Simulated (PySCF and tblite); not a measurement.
Values are calculated unless marked as measured or tabulated.
System: C3H2BrClN2, numbered as in [Cl:1][c:2]1[cH:3][c:4]([Br:5])[nH:6][n:7]1.

For the shift of H on N6 from N6 to N7: electronic barrier 50.90 kcal/mol, zero-point change -4.06 kcal/mol, thermal and entropy terms at 298.15 K a further 0.00 kcal/mol (symmetry numbers apart). The minimum is Cs, the saddle C1. Level: PBE0/pcSseg-1 + D3(BJ) on B3LYP-D3(BJ)/def2-SVP stationary points, with GFN2-xTB thermal terms. Rates follow Eyring's equation with the number of equivalent paths and no tunnelling. Programs: tblite and PySCF.

How many equivalent paths lead out of the minimum?

2: the symmetry number of the minimum is 1, that of the saddle displaced along its mode 1, and the displaced saddle is chiral while the minimum is not, which doubles the count.

Work out the rate at 298.15 K.

ΔG‡ = 46.84 kcal/mol; k_B T/h = 6.2×10¹² s⁻¹; exp(−ΔG‡/RT) = 4.6×10⁻³⁵; times 2 gives k = 5.7×10⁻²² s⁻¹.

Tunnelling of the moving H, left out here, will speed the real process. In real samples such hydrogens mostly exchange between molecules or through solvent, far faster than by this path. Spin–orbit effects of heavy atoms on shieldings are missing.
